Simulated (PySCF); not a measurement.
CH₆GaNO₂. Atoms are numbered in the order given.

```xyz
11

Ga     0.1392     0.0896     0.3301
O      1.3784    -0.3292     1.5311
H      1.3971     0.2572     2.2929
O      0.1108    -0.9557    -1.1075
C     -0.7818    -0.7755    -2.1627
H     -0.6982     0.2213    -2.6402
H     -0.5727    -1.5254    -2.9447
H     -1.8411    -0.9081    -1.8639
N     -0.9957     1.4886     0.4802
H     -1.0968     2.0481     1.3166
H     -1.7564     1.6409    -0.1693
```
Charge 0, spin multiplicity 1.

Geometry: PBE0-D3(BJ)/def2-SVP. The structure was generated by enumeration; whether it is a known compound was not checked. Other conformers were not sampled.

All values below come from PBE/pcSseg-1 (PySCF).

GIAO shieldings, no solvent; atoms listed in one row are averaged. δ = σ(ref) − σ: ¹⁷O against H2O (σ = 334.3 ppm); ¹H against TMS (σ = 31.49 ppm); ¹³C against TMS (σ = 182.0 ppm); ¹⁵N against NH3 (σ = 267.0 ppm), references at their B3LYP-D3(BJ)/def2-TZVP geometries, non-relativistic.

Task: Estimate the chemical shifts. (An estimate is asked for; the answer gives what the named calculation found.)

Result: 
| nucleus | atoms | count | δ (ppm) |
|---|---|---|---|
| ¹⁷O | O4 | 1 | 47.3 |
| ¹⁷O | O2 | 1 | 36.9 |
| ¹H | H6, H7, H8 | 3 | 4.36 |
| ¹H | H11 | 1 | 1.37 |
| ¹H | H3 | 1 | 1.28 |
| ¹H | H10 | 1 | 0.86 |
| ¹³C | C5 | 1 | 60.1 |
| ¹⁵N | N9 | 1 | 20.9 |
